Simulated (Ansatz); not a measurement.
```yaml
crystal:
  periodic: [false, false, false]
  atoms:
    - {symbol: C, position_ang: [-0.393811, 0.042159, 2.160762]}
    - {symbol: B, position_ang: [0.399256, -0.925581, 1.214798]}
    - {symbol: B, position_ang: [1.404120, -0.607652, 0.010293]}
    - {symbol: In, position_ang: [0.201136, -0.383433, -1.900099]}
    - {symbol: N, position_ang: [-0.722518, 1.391664, -2.168108]}
    - {symbol: H, position_ang: [-0.214877, 1.106799, 2.006949]}
    - {symbol: H, position_ang: [-0.117378, -0.204520, 3.193984]}
    - {symbol: H, position_ang: [-1.470998, -0.146036, 2.101258]}
    - {symbol: H, position_ang: [0.149628, -2.109362, 1.310259]}
    - {symbol: H, position_ang: [2.589984, -0.538343, -0.112361]}
    - {symbol: H, position_ang: [-0.133005, -1.486401, -3.180056]}
    - {symbol: H, position_ang: [-0.557732, 2.199558, -1.590484]}
    - {symbol: H, position_ang: [-1.133815, 1.661139, -3.047193]}
basis:
  gaussian: {orbitals: def2-TZVPD, final_grid: {core_spheres: 20, valence_spheres: 16, degree: 47}}
magnetization: {spin_polarized: true, initial_magnetization: 0}
hamiltonian: {xc: {name: r2SCAN}, dispersion: d3bjatm, pseudopotentials: {relativity: scalar}}
output: {forces: true}
```

```sh
$ ansatz run in.yaml --threads 4 --pin off --events-out ev --progress --plain --max-ram 10444MiB
```

Output, abridged:

```
Functional definition: r2SCAN
1522 factors; their error is unknown
mean field evaluation 1: about -9166.3777 eV, gradient 6.5e1 eV
mean field evaluation 2: about -9096.2252 eV, gradient 1.1e2 eV
mean field evaluation 4: about -9184.5436 eV, gradient 9.5e0 eV
mean field evaluation 8: about -9185.0461 eV, gradient 3.3e-1 eV
mean field evaluation 16: about -9185.0103 eV, gradient 4.8e-3 eV
mean field -9185.01032993 eV, -337.5429038014 hartree, gradient 8.6e-5 eV, S^2 0.000000; 0 other end points of the search recorded, 0 dependent functions left out
reference -9185.01036250 eV, -337.5429049981 hartree; 26, 26 occupied and 250, 250 virtual orbitals, 1522 factors
Total energy: -9185.08304175 eV, -337.5455759114 hartree
Relativity: scalar
Atom 0 at    -0.393811     0.042159     2.160762 Å, force    -0.012409     0.000513     0.011618 eV/Å
Atom 1 at     0.399256    -0.925581     1.214798 Å, force     0.074925     0.021646    -0.115895 eV/Å
Atom 2 at     1.404120    -0.607652     0.010293 Å, force    -0.050844    -0.002509     0.067781 eV/Å
Atom 3 at     0.201136    -0.383433    -1.900099 Å, force     0.115607    -0.139048     0.043951 eV/Å
Atom 4 at    -0.722518     1.391664    -2.168108 Å, force    -0.041531    -0.049880     0.020550 eV/Å
Atom 5 at    -0.214877     1.106799     2.006949 Å, force    -0.001723     0.002863     0.005072 eV/Å
Atom 6 at    -0.117378    -0.204520     3.193984 Å, force    -0.010554     0.003098     0.005226 eV/Å
Atom 7 at    -1.470998    -0.146036     2.101258 Å, force    -0.006016     0.001725     0.013757 eV/Å
Atom 8 at     0.149628    -2.109362     1.310259 Å, force    -0.013267    -0.007017     0.011490 eV/Å
Atom 9 at     2.589984    -0.538343    -0.112361 Å, force    -0.011971    -0.001462    -0.026971 eV/Å
Atom 10 at    -0.133005    -1.486401    -3.180056 Å, force    -0.020399     0.033140     0.005414 eV/Å
Atom 11 at    -0.557732     2.199558    -1.590484 Å, force     0.008732     0.083778     0.029778 eV/Å
Atom 12 at    -1.133815     1.661139    -3.047193 Å, force    -0.030551     0.053152    -0.071771 eV/Å
Dipole moment:     0.078462     0.169989     0.077439 e Å
```

Hardware: 4 threads of an AMD EPYC 9R45 on a shared host. Wall time 6 s, peak host memory 0.63 GiB.
